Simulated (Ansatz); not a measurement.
Ansatz (an electronic-structure program) input (CCSD(T)/aug-cc-pVDZ):

Ansatz 0.2 input:
```yaml
crystal:
  periodic: [false, false, false]
  atoms:
    - {symbol: F, position_ang: [-1.06983530, -0.20220814, 0.03222829]}
    - {symbol: C, position_ang: [-0.02402531, 0.42395307, -0.00257683]}
    - {symbol: F, position_ang: [1.08585217, -0.08042724, -0.03051041]}
basis:
  gaussian:
    orbitals: aug-cc-pVDZ
total_charge: 1
magnetization: {spin_polarized: true, initial_magnetization: 1}
correlation: {method: ccsd_t, electrons: outside_noble_gas}
output: {forces: true}
```

Output:

```
Functional definition: HF
integrals: 0.07 GiB planned
658 factors; integrals over basis functions are off by at most 3.8e-4 eV
mean field: 0.13 GiB planned
mean field evaluation 1: about -6425.6127 eV, gradient 3.7e1 eV
mean field evaluation 2: about -6425.6147 eV, gradient 3.7e1 eV
mean field evaluation 4: about -6430.1936 eV, gradient 2.8e0 eV
mean field evaluation 8: about -6430.2984 eV, gradient 1.3e-1 eV
mean field evaluation 16: about -6430.2819 eV, gradient 9.0e-1 eV
mean field -6430.29871663 eV, -236.3091192230 hartree, gradient 1.3e-6 eV, S^2 0.755727; 0 other end points of the search recorded, 0 dependent functions left out
3 core orbitals not correlated
reference -6430.29871663 eV, -236.3091192230 hartree; 9, 8 occupied and 57, 58 virtual orbitals, 658 factors
densities: 0.43 GiB planned
second order -13.34185227 eV of doubles, -0.00000000 eV of singles
coupled cluster: 0.32 GiB planned
cycle   1  -13.04062812 eV  change    3.0e-1 eV  update   1.1e-1
cycle   2  -13.43115360 eV  change   -3.9e-1 eV  update   3.4e-2
cycle   3  -13.54226870 eV  change   -1.1e-1 eV  update   2.1e-2
cycle   4  -13.53345525 eV  change    8.8e-3 eV  update   5.1e-3
cycle   5  -13.53090287 eV  change    2.6e-3 eV  update   2.1e-3
cycle   6  -13.53257221 eV  change   -1.7e-3 eV  update   7.0e-4
cycle   7  -13.53269083 eV  change   -1.2e-4 eV  update   3.1e-4
cycle   8  -13.53267691 eV  change    1.4e-5 eV  update   9.2e-5
cycle   9  -13.53273118 eV  change   -5.4e-5 eV  update   3.5e-5
cycle  10  -13.53271580 eV  change    1.5e-5 eV  update   1.0e-5
cycle  11  -13.53272511 eV  change   -9.3e-6 eV  update   4.2e-6
cycle  12  -13.53272558 eV  change   -4.8e-7 eV  update   1.5e-6
perturbative correction -0.42573795 eV, -0.0156455812 hartree
the calculation of the forces begins
Total energy: -6444.25718016 eV, -236.8220832966 hartree
Atom 0 at    -1.069835    -0.202208     0.032228 Å, force    -1.076562    -0.589715     0.035406 eV/Å
Atom 1 at    -0.024025     0.423953    -0.002577 Å, force    -0.059754     1.054418    -0.006409 eV/Å
Atom 2 at     1.085852    -0.080427    -0.030510 Å, force     1.136316    -0.464703    -0.028997 eV/Å
Dipole moment:    -0.012656     0.223330    -0.001357 e Å
```
